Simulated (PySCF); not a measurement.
**Structure from 2D NMR**

Compound of formula C$_{5}$H$_{13}$FN$_{2}$Si$_{2}$. Correlations simulated from computed shifts and the bond graph:

HSQC (one-bond C–H):
```tsv
δH	δC
3.07	51.7
2.83	31.2
2.47	39.2
```

COSY cross peaks (H two or three bonds apart, from the bond graph; peaks can be absent where the dihedral angle is near 90°):
```tsv
δH	δH
3.07	2.83
```

HMBC (two and three bonds, from the bond graph):
```tsv
δH	δC
4.80	104.1
3.07	158.4, 104.1, 39.2, 31.2
2.83	158.4, 104.1, 51.7
2.47	158.4, 51.7
```

Carbons without hydrogens: δ 158.4, 104.1.

[PySCF 2.14: geometry from GFN2-xTB; σ from GIAO-PBE0/pcSseg-1; rapidly exchanging positions averaged; no solvent model; a single conformation; non-relativistic Hamiltonian]

Referencing at the same level of theory: 1H (σref 31.72) and 13C (σref 186.93) vs TMS.

Exchangeable hydrogens are left out of these lists.

Assemble the structure.

Results:

SMILES CN1CCC(N([SiH3])[SiH3])=C1F.

Numbering as in the mapped SMILES `[CH3:1][N:2]1[CH2:3][CH2:4][C:5]([N:6]([SiH3:7])[SiH3:8])=[C:9]1[F:10]` (H(Xn): hydrogen on atom n).

1. δC 158.4 is C9, an alkene carbon bearing nitrogen.
2. δC 104.1 is C5, an alkene carbon bearing nitrogen.
3. δC 51.7 is C3, an sp3 CH2 bonded to N (δH 3.07).
4. δC 39.2 is C1, a methyl carbon bonded to N (δH 2.47).
5. δC 31.2 is C4, an allylic sp3 CH2 (δH 2.83).
6. HMBC from δH 4.80 reaches the proton-free carbon C5.
7. HMBC from δH 3.07 reaches the proton-free carbons C9, C5.
8. HMBC from δH 2.83 reaches the proton-free carbons C9, C5.
9. HMBC from δH 2.47 reaches the proton-free carbon C9.
10. COSY links 3.07–2.83.

The data come from this structure; uniqueness wasn't tested.

Shifts are as computed. Against solution values, carbons near 30 ppm lie about +3 ppm off and those near 130 ppm about +5 ppm. Of 1211 compounds with measured shifts, 218 miss one by over three times the rms of a fit or turn the order of signals round; such compounds aren't used in these exercises.
